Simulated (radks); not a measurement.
Results of a calculation; reference values are marked as such.
Problem. Coulomb parameter of the 5d shell of the gold ion Au3+ in the model configuration [Xe] 4f14 5d6.5 6s1.5, as a second difference U = [E(n + 0.5) + E(n - 0.5) - 2 E(n)] / (0.5)^2 with all orbitals relaxed. "Bare": the charge of the atom changes with n. "Screened": the 6s shell takes up the change at fixed total charge, which measures U(5d,5d) + U(6s,6s) - 2 U(5d,6s). Code: a radial shooting solver on a logarithmic mesh with Libxc functionals. Model: scalar-relativistic Kohn-Sham, r2SCAN, spin-unpolarised, spherical densities, finite nucleus; meta-GGA in the generalised Kohn-Sham scheme; Fermi nuclear charge, rms radius 5.4371 fm. Estimate both.

Solution. U(bare) = 14.182 eV, U(screened by 6s) = 1.140 eV, against the Slater integral F0(5d,5d) = 17.675 eV with frozen orbitals.
